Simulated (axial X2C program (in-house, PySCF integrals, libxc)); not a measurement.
## Ionising SeBr

Computed with an in-house relativistic program for diatomic molecules, spin-free (one-electron X2C) or two-component (2c: spin–orbit coupling with atomic mean-field Coulomb and Gaunt terms, which also bring small scalar terms), in Dyall basis sets with cores contracted in-house; open shells are unrestricted.

Basis sets: Br dyall-cv3z, Se dyall-cv3z.

| Hamiltonian | level | SeBr state | Re (Å) | ωe (cm⁻¹) | De (eV) |
| --- | --- | --- | --- | --- | --- |
| spin-free | PBE0 | M_S = 1/2, Λ = 1 | 2.260 | 335.0 | 2.51 |
| 2c | PBE0 | Ω = 3/2 | 2.262 | 333.7 | 2.48 |

Adiabatic ionisation energy (minimum to minimum, no zero-point term) and constants of SeBr⁺:

```
Hamiltonian  level     SeBr⁺ state  IE (eV)  Re (Å)  ωe (cm⁻¹)  De (eV)  fragments
  spin-free   PBE0  M_S = 1, Λ = 0     8.90   2.168      390.6     3.22   Br + Se+
         2c   PBE0           Ω = 1     9.03   2.171      388.2     3.11   Br + Se+
```

Question: Add the zero-point terms to the ionisation energy at PBE0, 2c, and say whether the electron removed was bonding.

Answer: IE0 = IE + (ωe⁺ − ωe)/2 = 9.03 + (0.003) = 9.03 eV. Re changes by -0.091 Å, so the bond shortens, as on loss of an antibonding or a polarising non-bonding electron.

Question: Close the cycle De(SeBr⁺) + IE(SeBr) = De(SeBr) + IE(Se) to find the atomic ionisation energy at PBE0, 2c.

Answer: IE(Se) = 3.11 + 9.03 − 2.48 = 9.66 eV, for the determinants used.

Each entry is the lowest single determinant of a limited PBE0 search at one distance. De goes to single-determinant-based atoms at the same level (for ions the charge split of lowest energy) and is withheld (n/a) where an atom does not fit its ground term or J level. Main or longest-lived isotopes. One determinant is a doubtful description, or other states lie close, for SeBr⁺; these need not be ground states, and all values refer to the states named. Some open-shell Ω = 0 determinants are out of reach, so the Ω given for SeBr⁺ need not be the lowest component. With several unpaired electrons the Ω given is that of one determinant, not necessarily of the lowest component. The functionals have no current term, which raises determinants with orbital currents.
